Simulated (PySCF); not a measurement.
# Oxygen: a sound run and one with changed settings

Sound run: O²⁺ [He] 2s2 2p2, O³⁺ [He] 2s2 2p1. All numbers are calculated (PySCF 2.14, the non-relativistic Hamiltonian (point nucleus), in cc-pVTZ (4s3p2d1f, 30 functions)). The sound run starts from symmetry-adapted Hartree-Fock orbitals and uses a fine grid where one is needed.

Changed run: 26 angular points. This setting is unsound on purpose.

```tsv
species	method	sound run (hartree)	changed run (hartree)	converged
O²⁺	UHF	-73.10003	-73.10003	yes
O²⁺	M06-2X	-73.27138	-73.27491	yes
O²⁺	PBE	-73.19432	-73.19386	yes
O³⁺	UHF	-71.09443	-71.09443	yes
O³⁺	M06-2X	-71.24869	-71.25104	yes
O³⁺	PBE	-71.16464	-71.16375	yes
```

Ionisation energy of O²⁺:

```tsv
method	sound run (eV)	changed run (eV)
UHF	54.575	54.575
M06-2X	55.040	55.072
PBE	55.230	55.242
```

A coarse angular grid integrates products of high-l functions wrongly, so density functionals can shift, and the SCF can exploit the error; Hartree-Fock and MP2 need no grid.

For comparison, NIST gives 54.936 eV between the lowest levels.
